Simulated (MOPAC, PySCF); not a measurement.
CH6Ge, SMILES `[CH3][GeH3]`, neutral singlet in the gas phase. 

Cartesian coordinates (Å):
```xyz
8

C      1.0352    -0.0107    -0.0443
Ge    -0.9157     0.0094     0.0389
H      1.4462     0.8263     0.5213
H      1.3700     0.0695    -1.0791
H      1.4218    -0.9395     0.3765
H     -1.3924    -0.1059     1.4982
H     -1.4996    -1.1697    -0.7604
H     -1.4653     1.3202    -0.5524
```
Charge 0, multiplicity 1.

All levels are single points at this geometry (PBE0-D3(BJ)/def2-TZVPD); Pople sets use spherical d functions. Orbital energies aren't observables, and empty levels follow the basis.

AM1 in MOPAC gives gap (eV) = 12.22.

Question: Estimate the gap (eV) from each of these levels: PBE0-D3(BJ)/def2-TZVPD in PySCF; B3LYP/3-21G in PySCF; B3LYP/6-31G* in PySCF; M06-2X/6-31G* in PySCF; PBE/6-31G* in PySCF; HF/3-21G in PySCF; HF/6-31G* in PySCF; PM7 in MOPAC.

Answer: 
| level | gap (eV) |
|---|---|
| PBE0-D3(BJ)/def2-TZVPD in PySCF | 9.14 |
| B3LYP/3-21G in PySCF | 10.06 |
| B3LYP/6-31G* in PySCF | 9.58 |
| M06-2X/6-31G* in PySCF | 11.84 |
| PBE/6-31G* in PySCF | 8.04 |
| HF/3-21G in PySCF | 16.56 |
| HF/6-31G* in PySCF | 15.83 |
| PM7 in MOPAC | 11.55 |
